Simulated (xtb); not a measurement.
HfI4 (SMILES [I][Hf]([I])([I])[I]), singlet, at a GFN2-xTB geometry (such geometries of metal compounds can be far from the true shape). Base run: GFN2-xTB run with xtb 6.7.1.

Here is a job for xtb.
```
$ xtb mol.xyz --gfn 2 --json

# file mol.xyz
5

Hf    -0.00000000     0.00000000    -0.00000000
I      2.15787916    -0.67548443    -1.60777706
I      0.88007107     0.43252268     2.59539358
I     -1.18880847     2.31130827    -0.97069936
I     -1.84914175    -2.06834653    -0.01691715
```

The base run was repeated with changes; each row names its change, and settings that it needs were set with it.

```
change        ΔE vs base (kJ/mol)  HOMO-LUMO gap (eV)  G_solv (kcal/mol)  SCF cycles
------------  -------------------  ------------------  -----------------  ----------
base                         0.00                3.45                  -          25
alpb = cs2                  -84.6                3.70             -20.42          25
acc = 0.0001                 0.00                3.45                  -          30
alpb = dmf                  -85.5                3.57             -20.49          26
alpb = ether                -85.2                3.65             -20.49          26
gbsa = thf                      ?                   ?                  ?          26
```

### Question
Fill in the missing entries.

### Answer

- gbsa = thf, ΔE vs base (kJ/mol): -69.3
- gbsa = thf, HOMO-LUMO gap (eV): 3.64
- gbsa = thf, G_solv (kcal/mol): -16.68

ALPB and GBSA are two models with their own fitted parameters for each solvent, which aren't always the measured dielectric constant.
